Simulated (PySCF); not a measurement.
Radial density of Zr (zirconium, neutral)

M06-L, [Kr] 4d2 5s2, high-spin 3F determinant. All numbers are calculated (PySCF 2.14, a scalar-relativistic core potential, in aug-cc-pVDZ-PP with ECP28MDF). This is the valence pseudo-density: the core potential removes the inner electrons and smooths the orbitals near the nucleus.

```csv
r (bohr),4πr²ρ (e/bohr),4πr²(ρα − ρβ)
0.0620,2.842e-05,0.0000
0.104,0.0001199,0.0000
0.175,0.0009251,0.0001
0.295,0.01534,0.0016
0.496,0.4562,0.0302
0.834,5.521,0.3148
1.40,7.380,0.9301
2.36,1.913,0.7022
3.97,0.7111,0.1469
6.68,0.08058,0.0024
11.2,9.994e-05,-0.0001
```

Energies and moments cover only the electrons outside the core potential.
